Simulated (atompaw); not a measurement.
Plane-wave convergence, PAW (atompaw) potential for Ta

| Item | Value |
| --- | --- |
| Element | tantalum |
| Generator | atompaw 4.2.0.5 |
| Type | PAW |
| Functional | LDA (PW92) |
| Relativity | scalar-relativistic |
| Frozen core | [Xe] 4f14 |
| Valence charge | 5 |
| Reference configuration | 5d3 6s1.5 6p0 (charge +0.5) |
| Partial waves | 6s (bound); 6s channel at 2.35 Ry; 6p (bound, empty); 6p channel at 0.45 Ry; 5d (bound); 5d channel at 3.5 Ry |
| Local potential | troulliermartins scheme with l = 3 at 1 Ry, radius 2.15 bohr |
| Core correction | smooth core density matched at 2.80 bohr |
| Augmentation charge | sinc compensation charge, radius 2.80 bohr; PAW radius 3.00 bohr; waves and projectors: bloechl |

The pseudo-atom Hamiltonian at the reference potential is diagonalised in spherical Bessel functions j_l(qr) that vanish at 20 bohr, with q² up to the cutoff. All-electron valence levels (Ry): 6s -0.6369, 6p -0.2955, 5d -0.5246.

Task: How do the lowest levels (Ry) of each channel move with the cutoff, and are there ghosts?

Result:

```
cutoff (Ry)      s #1     s #2     p #1     p #2     p #3     d #1     d #2    f #1  Σ f·Δε (mRy)
          8   -0.8821  -0.1446  -0.2954  -0.0416   0.0740  -0.1558  -0.0051  0.0294        1474.3
         10   -1.0618  -0.1836  -0.2954  -0.0416   0.0740  -0.1771  -0.0091  0.0294        1679.9
         15   -6.7195  -0.6027  -0.2955  -0.0417   0.0737  -0.2545  -0.0196  0.0293         861.5
         18  -12.1479  -0.6315  -0.2955  -0.0418   0.0733  -0.3417  -0.0274  0.0293         556.8
         21  -14.1952  -0.6341  -0.2955  -0.0423   0.0698  -0.4002  -0.0313  0.0293         377.3
         30  -15.4718  -0.6346  -1.3363  -0.2955  -0.0416  -0.4965  -0.0365  0.0293          87.9
         35  -15.4980  -0.6354  -1.6528  -0.2955  -0.0416  -0.5172  -0.0375  0.0293          24.5
         40  -15.5038  -0.6362  -1.7111  -0.2955  -0.0417  -0.5234  -0.0377  0.0293           4.8
         45  -15.5160  -0.6365  -1.7231  -0.2955  -0.0417  -0.5244  -0.0378  0.0293           1.5
         55  -15.5478  -0.6368  -1.7255  -0.2955  -0.0417  -0.5246  -0.0378  0.0293           0.4
         60  -15.5551  -0.6368  -1.7286  -0.2955  -0.0417  -0.5246  -0.0378  0.0293           0.3
        400  -15.5644  -0.6369  -1.7378  -0.2955  -0.0417  -0.5246  -0.0378  0.0293           0.0
```

Result: ghost states, extra bound levels that the all-electron valence spectrum of the same l lacks: s at -211.8 eV, p at -23.6 eV (a true bound ghost makes a file unfit for plane-wave use); 10 mRy is reached at 40 Ry and 1 mRy at 50 Ry.
